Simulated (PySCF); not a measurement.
# Electronic structure of Ar(3+) (argon, charge +3) at the UHF level

Configuration: [Ne] 3s2 3p3, high-spin 4S determinant. All numbers are calculated (PySCF 2.14, no relativity, point nucleus, in aug-cc-pV(T+d)Z with one added diffuse shell each of s, p, d, f type (7s6p5d3f, 71 functions)).

| Item | Value |
| --- | --- |
| Total energy | -523.861133 hartree |
| One-electron energy | -698.8250 hartree |
| Hartree (Coulomb) energy | 204.0080 hartree |
| Exchange energy | -29.0441 hartree |
| Kinetic energy | 523.75025 hartree |
| ⟨S²⟩ | 3.7508 |
| ⟨L²⟩ | 0.000 |
| Sum of ⟨r⟩ | 10.04 bohr |
| Sum of ⟨r²⟩ | 12.12 bohr² |
| Density at the nucleus (Gaussians lack the cusp) | 3790 bohr⁻³ |
| Spin density at the nucleus | 0.620 bohr⁻³ |
| Langevin diamagnetic susceptibility | -9.60 ×10⁻⁶ cm³/mol |

```json
{"shell": "1s α", "electrons": "1", "mean orbital energy (hartree)": "-120.45330", "rms radius, mean of both spins (bohr)": "0.0998"}
{"shell": "1s β", "electrons": "1", "mean orbital energy (hartree)": "-120.39998", "rms radius, mean of both spins (bohr)": "0.0998"}
{"shell": "2s α", "electrons": "1", "mean orbital energy (hartree)": "-14.10466", "rms radius, mean of both spins (bohr)": "0.447"}
{"shell": "2s β", "electrons": "1", "mean orbital energy (hartree)": "-14.05415", "rms radius, mean of both spins (bohr)": "0.447"}
{"shell": "2p α", "electrons": "3", "mean orbital energy (hartree)": "-11.36939", "rms radius, mean of both spins (bohr)": "0.417"}
{"shell": "2p β", "electrons": "3", "mean orbital energy (hartree)": "-11.27850", "rms radius, mean of both spins (bohr)": "0.417"}
{"shell": "3s α", "electrons": "1", "mean orbital energy (hartree)": "-2.93422", "rms radius, mean of both spins (bohr)": "1.40"}
{"shell": "3s β", "electrons": "1", "mean orbital energy (hartree)": "-2.47911", "rms radius, mean of both spins (bohr)": "1.40"}
{"shell": "3p α", "electrons": "3", "mean orbital energy (hartree)": "-2.17603", "rms radius, mean of both spins (bohr)": "1.50"}
```

Spin-orbit constants ζ (cm⁻¹) from the X2C one-electron operator on these orbitals (non-relativistic here): bare nucleus, nucleus screened by l(l+1)(2l+1)/3 electrons, and screened by the Breit-Pauli mean field of the electrons.

| shell | bare | screened nucleus | mean field |
| --- | --- | --- | --- |
| 2p | 12900 | 11470 | 10810 |
| 3p | 1339 | 1190 | 1112 |
